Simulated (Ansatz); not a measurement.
Ansatz (an electronic-structure program) input:

Ansatz 0.2 input:
```yaml
crystal:
  periodic: [false, false, false]
  atoms:
    - {symbol: Na, position_ang: [-0.63922233, -0.48601573, -0.51518672]}
    - {symbol: O, position_ang: [0.71161054, 0.53681843, 0.57326082]}
    - {symbol: H, position_ang: [1.33856133, 1.05162562, 1.08096734]}
basis:
  gaussian:
    orbitals: def2-SVPD
total_charge: -1
magnetization: {spin_polarized: true, initial_magnetization: 1}
correlation: {method: ccsd_t, electrons: outside_noble_gas}
output: {forces: true}
```

Problem. What final total energy does it print?

Solution. -237.43639 Eh (CCSD(T)/def2-SVPD). The basis has 49 functions.
